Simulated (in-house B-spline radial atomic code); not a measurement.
Values are calculated unless marked as measured or tabulated.
# Ti in an electron gas of r_s = 1.5: phase shifts, screening and friction

A nucleus sits in a uniform electron gas with a rigid positive background. The Kohn-Sham equations are solved self-consistently in the spin-unpolarised LDA (PW92), non-relativistic, on B-splines with outgoing waves at the boundary and partial waves to l = 8. The model has no lattice, no bands and no magnetic solution. Atomic units; δ_l are the phase shifts at the Fermi level, counted so that each bound state adds π, and good to about 0.0005.

The density parameter is r_s = 1.5 bohr.

```
l  δ_l (rad)
0     8.0697
1     5.6847
2     1.6920
3     0.0925
4     0.0239
5     0.0063
6     0.0016
7     0.0003
8    -0.0001
```

Bound levels below the band bottom (hartree): s -176.1, s -18.27, p -15.09, s -1.265, p -0.4698.

(1) Check the Friedel sum rule, and say where the screening charge sits.

(2) Find the transport cross section and the electronic stopping of a 5 keV Ti ion (mass 47.87 u).

## Answers

(1) k_F = (9π/4)^(1/3)/r_s = 1.27944. The rule is Z = (2/π) Σ (2l + 1) δ_l. The terms are s 5.137, p 10.857, d 5.386, f 0.412 and 0.196 beyond, in all 21.988 against Z = 22. Bound states hold 6 s, 12 p, 0 d electrons, so the scattering states carry 3.99 in all; where a term is smaller than its bound count, the bound level has drawn weight out of the band.

(2) σ_tr = (4π/k_F²) Σ (l + 1) sin²(δ_l − δ_(l+1)). The terms for l = 0 to 3 are 0.4712, 1.1310, 2.9975, 0.0188, all together 4.6203, so σ_tr = 7.677 × 4.6203 = 35.468 bohr². With n = 3/(4π r_s³) = 0.07074, the friction coefficient is Q = n k_F σ_tr = 3.2099. For v well below v_F = 1.279, dE/dx = Q v; with 24801 eV per u at v = 1, v = √(5000/(24801 × 47.87)) = 0.0649, so dE/dx = 0.20831 hartree/bohr = 107 eV/nm. The largest term couples the d and f waves.
